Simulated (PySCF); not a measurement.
Task: What does the PBE0-D3(BJ)/def2-SVP structure of InChI=1S/C3H7BF2/c1-3(2)4(5)6/h3H,1-2H3 look like in three dimensions?

Result: 
```
atom  x, y, z in Å
C1    -1.0105   -0.9194    0.3355
C2     0.0388   -0.0657   -0.3915
C3     1.4116   -0.1450    0.2668
B4    -0.5013    1.3970   -0.5282
F5     0.0958    2.4386    0.0254
F6    -1.6127    1.6568   -1.1973
H7    -0.6934   -1.9731    0.3859
H8    -1.9869   -0.8845   -0.1704
H9    -1.1569   -0.5740    1.3722
H10    0.1111   -0.4496   -1.4277
H11    1.3823    0.2428    1.2974
H12    1.7708   -1.1853    0.3147
H13    2.1634    0.4437   -0.2805
```

Orientation and origin are arbitrary. Atoms count from 1 in this order. B4 (three-coordinate boron) is planar (angles 122.9°, 121.2° and 115.9°, sum 360.0°, 0.01 Å off the plane of its three neighbours). Of the pairs four or more bonds apart, F6···H8 is among the closest relative to their van der Waals radii: 2.77 Å, 104 % of the sum of Bondi's values.

Bonds between heavy atoms (Å): C1–C2 1.536, C2–C3 1.525, C2–B4 1.565, B4–F5 1.322, B4–F6 1.323.

Computed, not measured: PySCF 2.14.0, PBE0-D3(BJ)/def2-SVP geometry optimisation, gas phase.

Point group: C1 (no symmetry element, even within 0.4 Å). Whether it is a minimum is left open (no frequencies). The numbers are those of one conformer (C1–C2–B4–F5 118°).
